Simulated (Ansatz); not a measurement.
# The HOMO–LUMO gap down a group: Si to Sn

Gas-phase molecules, one atom swapped for its congeners: SiH(NH2)3; GeH(NH2)3; SnH(NH2)3. All are singlets with charge 0.

Shapes, held fixed at every level: PBE0-D4/def2-TZVP. Flexible molecules stand in one conformer, not always the lowest. Programs: Ansatz 0.2.0. Values in eV.

| level | SiH(NH2)3 | GeH(NH2)3 | SnH(NH2)3 |
| --- | --- | --- | --- |
| SPW92/def2-TZVPP | 5.76 | 5.62 | 4.80 |
| PBE-D4/def2-TZVPP | 5.69 | 5.59 | 4.84 |
| BHLYP-D4/def2-TZVPP | 9.89 | 9.90 | 9.28 |
| PBE0-D4/def2-TZVPP | 7.95 | 7.91 | 7.19 |
| wB97X-V/def2-TZVPP | 12.27 | 12.26 | 11.60 |
| wB97M-V/def2-TZVPP | 11.71 | 11.72 | 11.13 |

At wB97M-V/def2-TZVPP the HOMO–LUMO gap isn't monotonic: it is largest for Ge and smallest for Sn (11.72 and 11.13 eV). 2 of 6 levels show this order throughout; 2 agree on the largest and the smallest. The two largest values are nearly level. For atoms past krypton def2 sets carry core potentials with scalar relativity. Relativity is left out for Ge. Orbital gaps aren't excitation energies, and the LUMO depends on the basis.
